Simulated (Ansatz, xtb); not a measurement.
C5H7BO3: which of two structures lies lower

Structure X is a singlet given by its coordinates and structure Y is `B[C@@H]1OC(=O)O[C@H]1C=C`, a singlet. Both are isolated molecules in the gas phase, relaxed with PBE-D3(BJ)/def2-SVP; the shapes shown needn't be the lowest conformers.

X (Å):

```yaml
atoms:
  - { symbol: C, position_ang: [-0.4804, 0.0734, -0.5558] }
  - { symbol: C, position_ang: [-0.7135, 1.1232, 0.4665] }
  - { symbol: C, position_ang: [-0.4744, 1.0138, 1.7838] }
  - { symbol: C, position_ang: [-1.7360, -0.4278, -1.2894] }
  - { symbol: C, position_ang: [-0.5918, -2.2985, -0.5726] }
  - { symbol: B, position_ang: [0.9309, -0.1787, -1.2182] }
  - { symbol: O, position_ang: [-1.5656, -1.8514, -1.3846] }
  - { symbol: O, position_ang: [-0.2978, -3.4324, -0.3514] }
  - { symbol: O, position_ang: [0.0727, -1.1981, 0.0276] }
  - { symbol: H, position_ang: [1.9172, 0.2967, -0.7041] }
  - { symbol: H, position_ang: [0.9705, -0.8184, -2.2508] }
  - { symbol: H, position_ang: [-1.1113, 2.0649, 0.0461] }
  - { symbol: H, position_ang: [-0.0678, 0.0851, 2.2128] }
  - { symbol: H, position_ang: [-0.6675, 1.8546, 2.4660] }
  - { symbol: H, position_ang: [-1.8295, -0.0165, -2.3130] }
  - { symbol: H, position_ang: [-2.6672, -0.2264, -0.7180] }
```

Close contacts (Å): C1–C2 1.48, C1–C4 1.54, C1–B6 1.58, C1–O9 1.50, C2–C3 1.34, C4–O7 1.44, C5–O7 1.34, C5–O8 1.19, C5–O9 1.42, B6–O9 1.82, C2–H12 1.11, C3–H13 1.10, C3–H14 1.10, C4–H15 1.11, C4–H16 1.11, B6–H10 1.21, B6–H11 1.22.

Y (Å):

```csv
atom,x (Å),y (Å),z (Å)
C,-0.8428,0.3809,-1.2936
C,-3.0462,0.5818,-0.7079
C,-0.9504,1.0931,0.0850
C,-0.0149,0.5691,1.1308
C,-0.4002,-0.1174,2.2176
B,0.2581,0.8189,-2.3016
O,-2.2010,0.4092,-1.7675
O,-4.2400,0.4953,-0.7533
O,-2.3271,0.8809,0.4222
H,1.3957,0.9077,-1.8822
H,0.0140,0.9964,-3.4753
H,-0.5685,-0.6944,-1.0916
H,-0.7987,2.1924,-0.0369
H,1.0509,0.7882,0.9450
H,-1.4654,-0.3189,2.4095
H,0.3364,-0.4838,2.9481
```

Question: Estimate E(Y) − E(X) at the level CCSD(T)/def2-SVP + ΔMP2/def2-TZVPP.

Answer: Calculated at CCSD(T)/def2-SVP + ΔMP2/def2-TZVPP: E(Y) − E(X) = −0.094 eV, so structure Y lies lower.

How the difference moves with the method:

```csv
level,geometry,E(Y) − E(X) (eV),departure from the last row (eV),"job, with rough time for the two"
GFN2-xTB,GFN2-xTB,+0.201,+0.295,"optimisation, 0.54 s"
HF/STO-3G,GFN2-xTB,+0.213,+0.307,"single point, 1.4 s"
r2SCAN-D4/def2-SVP,GFN2-xTB,−0.176,−0.082,"single point, 11 s"
PBE-D3(BJ)/def2-SVP,PBE-D3(BJ)/def2-SVP,−0.058,+0.036,"optimisation, 2.3 min"
HF/def2-SVP,PBE-D3(BJ)/def2-SVP,−0.483,−0.389,part of the CCSD(T) run
MP2/def2-SVP,PBE-D3(BJ)/def2-SVP,−0.068,+0.026,part of the CCSD(T) run
CCSD(T)/def2-SVP,PBE-D3(BJ)/def2-SVP,−0.096,−0.001,single point
CCSD(T)/def2-SVP + ΔMP2/def2-TZVPP,PBE-D3(BJ)/def2-SVP,−0.094,,"single point, 6.9 min"
```

GFN2-xTB, HF/STO-3G put the two in the other order. The largest departure from CCSD(T)/def2-SVP + ΔMP2/def2-TZVPP is that of HF/def2-SVP, 0.389 eV. The last row adds to CCSD(T) the change of the MP2 difference between the two basis sets, here +0.001 eV.

With thermal terms from frequencies at re-optimised GFN2-xTB minima (ideal gas, soft modes damped towards free rotors, one conformer each, 298.15 K, 1 atm): the zero-point term adds −0.060 eV; ΔH is −0.129 and ΔG −0.198 eV.

The correlated steps freeze 9 core orbitals. Mirror images aren't counted in ΔG. Programs: Ansatz 0.2.0, xtb 6.7.1; the last row on 2 threads of Arm Neoverse V1 on a shared host.
